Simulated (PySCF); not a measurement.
**Broadened absorption spectrum of selenoformaldehyde**

Compound: selenoformaldehyde, CH2Se.
SMILES with atom numbers: `[CH2:1]=[Se:2]` (hydrogens: H3, H4 on C1)

Cartesian coordinates in Å at the PBE0-D3(BJ)/def2-TZVP level; atoms count from 1:
```xyz
4
CH2Se angstrom
C     -0.1385    0.0106   -0.0031
Se     1.5901   -0.1845   -0.0621
H     -0.6222    0.9281   -0.3293
H     -0.7918   -0.7788    0.3600
```

Theory: TDDFT CAM-B3LYP/aug-cc-pVTZ, vertical, gas phase, core orbitals frozen in the response in PySCF. Isolated species at its PBE0-D3(BJ)/def2-TZVP geometry, gas phase. The CAM-B3LYP/aug-cc-pVTZ calculation is non-relativistic and has no spin–orbit coupling, an omission that weighs most on selenium.

Computed states:

| state | E (eV) | f |
| --- | --- | --- |
| S1 | 1.87 | 0.0000 |
| S2 | 5.45 | 0.021 |
| S3 | 5.56 | 0.192 |
| S4 | 5.85 | 0.050 |
| S5 | 6.07 | 0.0040 |
| S6 | 6.40 | 0.022 |
| S7 | 6.71 | 0.0000 |
| S8 | 7.08 | 0.049 |
| S9 | 7.40 | 0.064 |
| S10 | 7.60 | 0.017 |

Broadening: Gaussians 0.5 eV wide at half height, area fixed by f = 4.319×10⁻⁹ ∫ε dν̃. The cross-section is σ = 3.8235×10⁻²¹ ε cm², given in Mb (10⁻¹⁸ cm²). The width is an assumption, not a result. The curve ends short of the highest state used, and states not computed would add to its high-energy end.

Question: Give the broadened spectrum and its maxima.

Answer: 
E (eV), σ (Mb) and a bar:
```
     1.12       0.00 
     1.25       0.00 
     1.39       0.00 
     1.53       0.00 
     1.66       0.00 
     1.80       0.00 
     1.94       0.00 
     2.07       0.00 
     2.21       0.00 
     2.35       0.00 
     2.48       0.00 
     2.62       0.00 
     2.76       0.00 
     2.90       0.00 
     3.03       0.00 
     3.17       0.00 
     3.31       0.00 
     3.44       0.00 
     3.58       0.00 
     3.72       0.00 
     3.85       0.00 
     3.99       0.00 
     4.13       0.00 
     4.26       0.00 
     4.40       0.00 
     4.54       0.00 
     4.67       0.01 
     4.81       0.12 
     4.95       0.91 #
     5.08       4.01 ###
     5.22      13.42 #########
     5.36      29.89 ###################
     5.49      44.01 ############################
     5.63      46.55 ##############################
     5.77      35.65 #######################
     5.90      22.42 ##############
     6.04      12.03 ########
     6.18       7.05 #####
     6.31       5.65 ####
     6.45       4.86 ###
     6.59       3.76 ##
     6.73       3.97 ###
     6.86       6.78 ####
     7.00      11.76 ########
```

Maxima: 222 nm (5.58 eV), ε about 12000, made up of S3 (83%) (ε in L mol⁻¹ cm⁻¹; maxima over ε = 5, shares over 10%). At its high-energy end, 7.00 eV, the curve is still rising (ε about 3100, from S8 and S9).

Question: Coming from long wavelengths, where does ε first pass 100 L mol⁻¹ cm⁻¹?

Answer: At about 254 nm (4.89 eV), 3.02 eV above S1.

Question: Does any computed singlet lie in the visible range?

Answer: S1 lies in the visible range (380 to 750 nm), at 664 nm, dark in the vertical dipole picture (f under 0.0005); light of that wavelength is red, and its complementary colour is blue-green; a Tamm–Dancoff triplet lies at 476 nm, without intensity as long as spin–orbit coupling is left out.

Question: On this curve, what absorbance would a 10⁻³ mol/L sample give at 254 nm over a 1 cm path?

Answer: 254 nm is 4.881 eV, where ε is about 94 L mol⁻¹ cm⁻¹, so A = ε c l ≈ 0.094 (Beer–Lambert, with the gas-phase spectrum and the assumed width).
